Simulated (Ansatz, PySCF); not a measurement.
Reaction (SMILES): SS (H2S2) + [H][H] (H2) -> 2 S (H2S)
Geometries: B3LYP-D3(BJ)/def2-TZVP minima from Ansatz (an electronic-structure program), one conformer each, not searched for the lowest.

Quantity: energy of full hydrogenation (electronic energy difference), in kcal/mol. Valence correlation only, unless marked. Spin-orbit coupling is left out. Non-relativistic. CBS(X,Y): correlation extrapolated as X^-3; Hartree-Fock from the larger set.

```json
[
 {"level": "HF/def2-QZVPP", "program": "Ansatz", "energy of full hydrogenation (kcal/mol)": "-20.1", "minus last row": "-4.7"},
 {"level": "TPSS-D4/def2-TZVPD", "program": "PySCF + dftd4", "energy of full hydrogenation (kcal/mol)": "-10.7", "minus last row": "4.7"},
 {"level": "PBE0/6-31G*", "program": "Ansatz", "energy of full hydrogenation (kcal/mol)": "-15.3", "minus last row": "0.1"},
 {"level": "CCSD/cc-pV(T+d)Z", "program": "Ansatz", "energy of full hydrogenation (kcal/mol)": "-18.0", "minus last row": "-2.6"},
 {"level": "CCSD(T)/def2-TZVPP", "program": "Ansatz", "energy of full hydrogenation (kcal/mol)": "-17.1", "minus last row": "-1.7"},
 {"level": "CCSD(T)/cc-pV(Q+d)Z", "program": "Ansatz", "energy of full hydrogenation (kcal/mol)": "-16.1", "minus last row": "-0.7"},
 {"level": "CCSD(T)/CBS(def2-TZVPPD,def2-QZVPPD)", "program": "Ansatz", "energy of full hydrogenation (kcal/mol)": "-15.4", "minus last row": "0.0"}
]
```
